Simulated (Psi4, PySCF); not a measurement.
Here is a job for Psi4.
```
memory 2 GB

molecule mol {
-1 2
Ge    0.738300    1.693100    0.196900
C    -0.056600   -0.134800   -0.017900
C    -0.234800   -0.768800    1.357700
C     0.875400   -0.996300   -0.863000
C    -1.413600   -0.016900   -0.703700
H     1.969800    1.673700    1.047400
H     1.126400    2.300200   -1.120500
H    -0.222500    2.643100    0.845500
H    -0.661200   -1.770000    1.266300
H     0.723000   -0.852200    1.869900
H    -0.904500   -0.168300    1.972400
H     1.848400   -1.094300   -0.381900
H     1.022900   -0.552100   -1.848200
H     0.459000   -1.994800   -0.997100
H    -1.308500    0.417500   -1.699000
H    -2.082800    0.619200   -0.119800
H    -1.878600   -0.998400   -0.805100
}

set {
  basis sto-3g
  reference uks
  scf_type pk
  puream true
  d_convergence 1e-8
  dft_radial_points 99
  dft_spherical_points 590
}

energy('r2scan')
print_variables()
```

Problem. Write the same job for PySCF.

Solution. Several could match; the one computed here: 
```python
from pyscf import gto, scf, dft

mol = gto.Mole()
mol.atom = '''
    Ge    0.73830000    1.69310000    0.19690000
    C    -0.05660000   -0.13480000   -0.01790000
    C    -0.23480000   -0.76880000    1.35770000
    C     0.87540000   -0.99630000   -0.86300000
    C    -1.41360000   -0.01690000   -0.70370000
    H     1.96980000    1.67370000    1.04740000
    H     1.12640000    2.30020000   -1.12050000
    H    -0.22250000    2.64310000    0.84550000
    H    -0.66120000   -1.77000000    1.26630000
    H     0.72300000   -0.85220000    1.86990000
    H    -0.90450000   -0.16830000    1.97240000
    H     1.84840000   -1.09430000   -0.38190000
    H     1.02290000   -0.55210000   -1.84820000
    H     0.45900000   -1.99480000   -0.99710000
    H    -1.30850000    0.41750000   -1.69900000
    H    -2.08280000    0.61920000   -0.11980000
    H    -1.87860000   -0.99840000   -0.80510000
'''
mol.basis = 'sto-3g'
mol.charge = -1
mol.spin = 1
mol.verbose = 3
mol.build()

mf = dft.UKS(mol)
mf.xc = 'r2scan'
mf.grids.atom_grid = (99, 590)
mf.grids.prune = None
mf.kernel()
```

Both were run: Psi4 gave -2210.483246 Eh and PySCF -2210.484167 Eh, 0.920 mEh apart.
